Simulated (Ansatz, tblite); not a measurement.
Removing and adding an electron: Cd12H30S12, a nanocrystal cut from wurtzite CdS (hydrogen-capped). The state is a singlet with charge 0. Geometry: r2SCAN-D4/def2-SVP. Ansatz, gas phase; energy differences of separate SCF runs; the oxidised species was run as a doublet alone; the reduced species was run as a doublet alone.

Cartesian coordinates in Å:
```
Cd 1.8527 2.1911 4.6961
S -0.0794 -0.1693 5.1750
Cd 2.5789 3.1890 1.7148
S 4.2106 1.7550 -0.4314
S 1.0776 1.2907 1.9267
Cd 2.2954 -0.7950 1.0374
Cd -1.6119 -2.0382 3.6449
S 0.3310 -2.6063 1.9883
Cd 3.5067 -0.1238 -2.7405
S 1.7466 -1.1834 -1.4439
Cd 3.3295 -3.3415 -2.8286
Cd -0.9933 -4.3325 0.5374
S 1.1982 -4.8867 -1.2160
S 0.8215 4.4922 -0.4225
Cd -1.2251 2.0692 1.0899
S -2.5894 -0.2353 2.0217
Cd -0.8733 3.4148 -2.7247
S 1.5388 1.9212 -3.8688
S -1.5338 1.4895 -1.3986
Cd -0.5128 -0.5849 -2.5214
Cd -4.0295 -1.8699 0.5736
S -1.9918 -2.4372 -0.9640
Cd -3.9970 2.6248 -2.7127
S -5.0430 0.1827 -1.1428
H 3.2384 1.2313 4.8332
H 0.6445 3.3654 4.8489
H 0.4641 -1.0446 6.0539
H -1.0452 0.1942 6.0520
H 3.5983 4.4750 2.0382
H 4.4411 0.6961 0.4008
H 5.5073 2.1452 -0.4548
H 3.8794 -1.1431 1.6173
H -2.4042 -3.0324 4.7566
H 1.0215 -3.4725 2.7666
H 4.8211 0.1587 -3.7354
H 4.5113 -3.4973 -1.6279
H 2.4291 -3.3554 -4.2601
H -1.6536 -5.8256 0.9685
H 1.8059 -5.8384 -0.4682
H 0.5890 -5.8120 -1.9952
H 0.9358 5.8416 -0.4293
H -0.2561 4.4885 0.4177
H -1.8936 3.5403 1.6861
H -3.5699 0.2488 2.8196
H -0.8765 4.7457 -3.7375
H 1.8932 2.3708 -5.0962
H 0.7331 0.9305 -4.3552
H -0.7114 -0.8139 -4.2171
H -5.3493 -2.8255 1.0162
H -2.6283 -3.2096 -1.8755
H -4.3846 3.7232 -1.4864
H -3.8377 1.7688 -4.1633
H -6.1234 0.5315 -0.4043
H -5.7869 -0.6013 -1.9591
```

In the def2 sets Cd takes a core potential; there is no spin–orbit coupling. The xTB rows come from tblite. Single mean-field runs in def2-TZVP are fitted with def2-universal-jkfit.

```
            level  −HOMO (eV)  vertical IE (eV)  −LUMO (eV)  vertical EA (eV)  HOMO–LUMO gap (eV)  IE − EA (eV)                       remarks
         GFN1-xTB        8.66             10.13        6.15              5.01                2.51          5.12                             –
         GFN2-xTB        9.33             10.89        6.98              5.62                2.35          5.26                             –
 PBE-D4/def2-TZVP        5.29                 –        2.30              1.11                2.99             –  HOMO above zero (-1 doublet)
PBE0-D4/def2-TZVP        6.33              7.34        1.55              0.75                4.79          6.59  HOMO above zero (-1 doublet)
```

Run but left out: PBE-D4/def2-TZVP (charge +1 doublet: an occupied level 0.03 eV above an empty one).   A HOMO above zero means that the electron is unbound at that level or that self-interaction error raises the level; the energy of removing that electron tells which. Raw xTB energy differences between charge states are shifted by several eV; the methods need an empirical correction for them. Sets without diffuse functions give affinities that are too small.
